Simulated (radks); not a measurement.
Br V, configuration [Ar] 3d10 4s2 4p1 (the NIST ground configuration).

Calculated with a radial shooting solver on a logarithmic mesh with Libxc functionals: Dirac Kohn-Sham, PBE, spin-unpolarised, spherical densities, point nucleus; open shells fill j = l - 1/2 first.

Energy parts (hartree):
| part | energy |
|---|---|
| total | -2602.37207 |
| kinetic | 2668.79920 |
| electron-nucleus | -6224.54237 |
| Hartree | 1044.01280 |
| exchange-correlation | -90.64169 |

Orbitals (lengths in bohr, moments of r in powers of bohr; r(max) is where P^2 peaks; r(90%) holds 90 % of the orbital's charge):
1s1/2: occ. 2; eigenvalue (hartree) -491.2999; r(max) 0.02791; r(90%) 0.0764
2s1/2: occ. 2; eigenvalue (hartree) -65.66512; r(max) 0.1593; r(90%) 0.293
2p1/2: occ. 2; eigenvalue (hartree) -59.33489; r(max) 0.1252; r(90%) 0.266
2p3/2: occ. 4; eigenvalue (hartree) -57.58852; r(max) 0.1284; r(90%) 0.272
3s1/2: occ. 2; eigenvalue (hartree) -10.72656; r(max) 0.4840; r(90%) 0.820
3p1/2: occ. 2; eigenvalue (hartree) -8.52369; r(max) 0.4752; r(90%) 0.849
3p3/2: occ. 4; eigenvalue (hartree) -8.27180; r(max) 0.4838; r(90%) 0.865
3d3/2: occ. 4; eigenvalue (hartree) -4.44930; r(max) 0.4288; r(90%) 0.958
3d5/2: occ. 6; eigenvalue (hartree) -4.40903; r(max) 0.4315; r(90%) 0.965
4s1/2: occ. 2; eigenvalue (hartree) -2.47096; r(max) 1.349; r(90%) 2.19
4p1/2: occ. 1; eigenvalue (hartree) -1.93946; r(max) 1.483; r(90%) 2.46
4p3/2: occ. 0; eigenvalue (hartree) -1.90938; r(max) 1.506; r(90%) 2.49

The highest occupied level is 4p1/2 at -52.776 eV. The density falls to 0.001 e/bohr^3 at r = 3.04 bohr.
